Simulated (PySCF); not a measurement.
CH4BrF3Si2, SMILES FC(F)(F)[SiH2][SiH2]Br, GFN2-xTB optimised geometry.

```
11

F      0.87    -0.40     0.00
C     -0.49    -0.40     0.00
F     -0.85     0.90     0.00
F     -0.87    -0.90     1.18
Si    -1.21    -1.36    -1.53
Si    -0.34    -0.21    -3.34
Br    -1.10    -1.26    -5.16
H     -0.75    -2.73    -1.32
H     -2.66    -1.28    -1.32
H     -0.82     1.16    -3.51
H      1.11    -0.26    -3.49
```

Density from PySCF 2.14.0 with B3LYP/def2-TZVP at that geometry.

Minimum of the electron density along straight lines between bonded atoms, close to the bond critical point (lines longer than 1.1 times the sum of covalent radii, or with two minima, are not listed):

| bond | length / Å | ρ at the minimum / e bohr⁻³ | ∇²ρ there / e bohr⁻⁵ | position (fraction from the first atom) |
|---|---|---|---|---|
| F1–C2 | 1.353 | 0.275 | -0.46 | 0.66 |
| C2–F3 | 1.353 | 0.275 | -0.46 | 0.34 |
| C2–F4 | 1.341 | 0.282 | -0.43 | 0.34 |
| C2–Si5 | 1.941 | 0.112 | 0.17 | 0.62 |
| Si5–Si6 | 2.316 | [?] | -0.19 | 0.50 |
| Si6–Br7 | 2.227 | [?] | [?] | 0.35 |
| Si5–H8 | 1.463 | 0.126 | 0.17 | 0.49 |
| Si5–H9 | 1.463 | 0.126 | 0.17 | 0.49 |
| Si6–H10 | 1.460 | 0.128 | 0.17 | 0.49 |
| Si6–H11 | 1.460 | 0.128 | 0.17 | 0.49 |

**Question.** Complete the blanks.

**Answer.** 
- Si5–Si6, ρ at the minimum / e bohr⁻³: 0.100
- Si6–Br7, ρ at the minimum / e bohr⁻³: 0.087
- Si6–Br7, ∇²ρ there / e bohr⁻⁵: 0.08
